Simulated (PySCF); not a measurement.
# A small calculation by hand: chemical shift, span and skew from a shielding tensor

Si(H)(Cl)(Me)(OMe) (C2H7ClOSi), SMILES [SiH](Cl)(OC)C. Atoms are numbered in the order given.

```xyz
12

Si     0.2686    -0.0746    -0.5608
C      1.9894    -0.7717    -0.5894
Cl     0.2119     1.6113     0.6761
O     -0.7396    -1.2301     0.0616
C     -2.1187    -1.0673     0.3171
H     -0.2119     0.3781    -1.8944
H      2.0305    -1.6659    -1.2317
H      2.7031    -0.0279    -0.9763
H      2.2996    -1.0573     0.4275
H     -2.6841    -0.8578    -0.6099
H     -2.3012    -0.2426     1.0283
H     -2.5063    -1.9997     0.7547
```

Geometry: B3LYP-D3(BJ)/def2-SVP. One conformer was computed; it need not be the lowest.

GIAO shieldings from PBE0/pcSseg-1 (PySCF), non-relativistic, no solvent. The symmetric part of the tensor of C5 has the principal values 103.3, 106.9, 182.7 ppm. The same nucleus in TMS has σ = 186.3 ppm at this level (PySCF, at its B3LYP-D3(BJ)/def2-TZVP geometry). Without spin–orbit terms, shifts of atoms bonded to Cl or Br come out too high.

Problem. Work out the isotropic shielding, the ¹³C shift against TMS, the span and the skew.

Solution. 
σ(iso) = (σ11 + σ22 + σ33)/3 = 131.0 ppm. δ = σ(ref) − σ(iso) = 186.3 − (131.0) = 55.3 ppm.
Span Ω = σ33 − σ11 = 79.4 ppm. Skew κ = 3(σ(iso) − σ22)/Ω = 0.91. Tumbling in solution averages the tensor to δ; in a static solid the shielding alone would spread this spin-1/2 line over Ω.
